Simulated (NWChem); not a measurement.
System meant: BSiH₄OCl; SMILES OB([SiH3])Cl

Here is an NWChem input.

```
start job
memory heap 200 mb stack 900 mb global 1100 mb
geometry units angstroms noautosym nocenter noautoz
  B      0.438769    -0.099822     0.005475
  Cl    -0.603476    -1.544302     0.070523
  O      1.770192    -0.257037    -0.038834
  H      2.047664    -1.183576    -0.030504
  Si    -0.417352     1.737611     0.000553
  H      0.598339     2.832908    -0.056904
  H     -1.243196     1.910818     1.236747
  H     -1.329764     1.864305    -1.179121
end
basis spherical
  B library def2-svp
  Cl library def2-svp
  O library def2-svp
  H library def2-svp
  Si library def2-svp
end
dft
  xc xtpss03 ctpss03
  iterations 150
end
property
  shielding 7 1 2 3 4 5 6 7
end
task dft property
```

End of the output:

```
 Vector   27  Occ=0.000000D+00  E= 4.234266D-02
              MO Center=  6.8D-01,  4.2D-01, -1.3D-02, r^2= 6.8D+00
   Bfn.  Coefficient  Atom+Function         Bfn.  Coefficient  Atom+Function
  ----- ------------  ---------------      ----- ------------  ---------------
    62      1.042946  5 Si px                48     -0.914422  4 H  s
     3     -0.774061  1 B  s                 71     -0.631977  6 H  s
    55      0.519088  5 Si s                 35      0.454379  3 O  s
    76      0.389982  7 H  s                 81      0.389576  8 H  s
    63     -0.347623  5 Si py                 8     -0.341522  1 B  py

 center of mass
 --------------
 x =   0.00882981 y =  -0.10320756 z =   0.03801707

 moments of inertia (a.u.)
 ------------------
         673.297844762258           3.793700864665           9.439117840252
           3.793700864665         288.829400768424          12.443239839750
           9.439117840252          12.443239839750         939.934797808588

     Multipole analysis of the density
     ---------------------------------

     L   x y z        total         alpha         beta         nuclear
     -   - - -        -----         -----         ----         -------
     0   0 0 0     -0.000000    -24.000000    -24.000000     48.000000

     1   1 0 0      0.486031     -0.065392     -0.065392      0.616814
     1   0 1 0     -0.463322     -1.122165     -1.122165      1.781008
     1   0 0 1     -0.008225     -0.848398     -0.848398      1.688572

     2   2 0 0    -28.470265    -90.166045    -90.166045    151.861825
     2   1 1 0     -2.646782      5.375508      5.375508    -13.397798
     2   1 0 1      0.054297      2.403240      2.403240     -4.752183
     2   0 2 0    -29.323971   -193.115747   -193.115747    356.907523
     2   0 1 1      0.084830      3.115348      3.115348     -6.145867
     2   0 0 2    -28.905963    -19.846728    -19.846728     10.787493

          -----------------------------------------
          Chemical Shielding Tensors (GIAO, in ppm)
          -----------------------------------------

 ------------------------------------------------------------------------
  xtpss03: d2 not coded                    0
 ------------------------------------------------------------------------
 ------------------------------------------------------------------------
  current input line :
    27: task dft property
 ------------------------------------------------------------------------
 ------------------------------------------------------------------------
 This error has not yet been assigned to a category
 ------------------------------------------------------------------------
 For more information see the NWChem manual at https://nwchemgit.github.io

0: xtpss03: d2 not coded:Received an Error in Communication
```

Question: Can this run be used? If not, why, and what is the fix?

Answer: The program stopped with an error. Cause: this functional's second derivatives, which shieldings need, aren't coded here; the fix takes a hybrid GGA instead. This input runs:
```
start job
memory heap 200 mb stack 900 mb global 1100 mb
geometry units angstroms noautosym nocenter noautoz
  B      0.438769    -0.099822     0.005475
  Cl    -0.603476    -1.544302     0.070523
  O      1.770192    -0.257037    -0.038834
  H      2.047664    -1.183576    -0.030504
  Si    -0.417352     1.737611     0.000553
  H      0.598339     2.832908    -0.056904
  H     -1.243196     1.910818     1.236747
  H     -1.329764     1.864305    -1.179121
end
basis spherical
  B library def2-svp
  Cl library def2-svp
  O library def2-svp
  H library def2-svp
  Si library def2-svp
end
dft
  xc pbe0
  iterations 150
end
property
  shielding 7 1 2 3 4 5 6 7
end
task dft property
```
It converges to -851.55159 Ha (PBE0/def2-SVP, GIAO).
